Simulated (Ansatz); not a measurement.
Basis-set extrapolation for `FC1=CB[SiH2]1` (PBE0-D4/def2-TZVP geometry, frozen core, Ansatz). Multiplicity 1, RHF reference.

```csv
,def2-TZVPP,def2-QZVPP
HF,-491.148750,-491.166282
MP2 correlation,-0.766029,-0.824868
CCSD(T) correlation,-0.837309,not run
```

Energies in hartree. Use E(X) = E(∞) + A·exp(−7.88·√X) for Hartree–Fock and E(X) = E(∞) + B·X^(−2.97) for correlation, with X = 3 and 4, and add CCSD(T) minus MP2 of the smaller set to the MP2 limit.

Question: What is the CCSD(T) energy at the basis-set limit?

Answer: HF limit: -491.166282 + (-0.017532) × 0.13774 = -491.16870. MP2 limit: -0.824868 + (-0.058839) × 0.74074 = -0.86845. Higher-order term: -0.837309 − (-0.766029) = -0.07128. Total: -492.10843 hartree, 3.33 eV below CCSD(T)/def2-TZVPP.
